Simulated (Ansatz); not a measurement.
`C[CH2][Sn][CH3]` + H–F → `[CH3][Sn][F]` + ethane at 500 K and 1 bar (ligand exchange at the Sn–C bond).

Gas-phase electronic energies from Ansatz, PBE0-D4/def2-TZVP geometries. CCSD(T)/CBS is the MP2 limit (def2-TZVPP, def2-QZVPP) plus CCSD(T) − MP2 in def2-TZVPP, frozen cores. This one scheme is used for every species. Elements past krypton have def2 core potentials. For Sn outer-core shells are correlated without core-valence functions, which leaves a few kJ/mol of doubt a bond. One conformer a species, not always the lowest.

| species | CCSD(T)/CBS energy (Eh) | H − E (kJ/mol) | S (J/(mol·K)) |
| --- | --- | --- | --- |
| `C[CH2][Sn][CH3]` | -332.98209 | 306.4 | 428.9 |
| H–F | -100.39570 | 39.4 | 188.7 |
| `[CH3][Sn][F]` | -353.71142 | 126.2 | 354.6 |
| `CC` | -79.71954 | 220.5 | 259.9 |

H − E and S are ideal-gas, rigid-rotor, harmonic terms from PBE0-D4/def2-TZVP, for one conformer and one mirror image of each species. 1 Eh = 2625.50 kJ/mol, R = 8.31446 J/(mol·K).

Problem. By hand: ΔE, ΔH, ΔS and ΔG.

Solution. ΔE = (-353.71142) + (-79.71954) − (-332.98209) − (-100.39570) = -0.05317 Eh = -139.6 kJ/mol. Δ(H − E) = 126.2 + 220.5 − 306.4 − 39.4 = 0.9, so ΔH = -138.7 kJ/mol. ΔS = 354.6 + 259.9 − 428.9 − 188.7 = -3.1 J/(mol·K). ΔG = -138.7 − 500 × (-3.1)/1000 = -137.1 kJ/mol.

Problem. By hand: the equilibrium constant, and the temperature at which ΔG would vanish if ΔH and ΔS stayed fixed.

Solution. log₁₀ K = −ΔG/(RT ln 10) = 14.3. ΔG = 0 at ΔH/ΔS = 44742 K, far beyond where these terms or the molecules hold.

The number of gas molecules stays the same, so ΔS is small and ΔH decides. A doubt of 5 kJ/mol in ΔE shifts log₁₀ K by 0.5 here. Other conformers and mirror images would add mixing entropy, several J/(mol·K) or more a flexible species. Modes under 60 cm⁻¹, often nearly free rotors, make the harmonic entropy too high. These are equilibria of isolated gas molecules and say nothing of rates. Largest T1 diagnostic: 0.015 (customary marks: 0.02 for closed shells, 0.045 for open ones).
